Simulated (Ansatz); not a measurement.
The Be1–H2 bond of CH4Be (SMILES [BeH][CH3]) is stretched (multiplicity 1, the rest rigid).
Geometry at rest (charge 0, multiplicity 1):
```xyz
6

Be    -0.93853    -0.49476    -0.13416
H     -2.10725    -1.11087    -0.30123
C      0.53117     0.28001     0.07593
H      1.01548    -0.00621     1.01576
H      0.42178     1.36972     0.09486
H      1.23710     0.04633    -0.72832
```

Cores are frozen in the correlated methods.

Codes used: Ansatz (Gaussian orbitals). 

Energies above the point at 1.332 Å (the B3LYP-D3(BJ) bond length), FIC-MRCISD+Q on CASSCF(2,2)/aug-cc-pVDZ (kcal/mol): 4.30 at 1.199 Å; 2.15 at 1.465 Å; 92.59 at 4.261 Å.

Question: Take the last value as the depth D of a Morse curve D(1 − e^(−a(R − R₀)))², fit a and R₀ to the two near points, and test it at 1.798 and 2.330 Å.

Answer: 
With D = 92.6, both near points (counted from the curve's value at 1.332 Å) are met by a = 1.36 Å⁻¹ and R₀ = 1.343 Å, so k = 2Da² = 342 kcal/(mol Å²). The curve then gives 19.7 and 50.5 kcal/mol; the level itself gives 19.9 and 53.1, so Morse is off by -0.3 and -2.6.

Ansatz is a first-principles code.
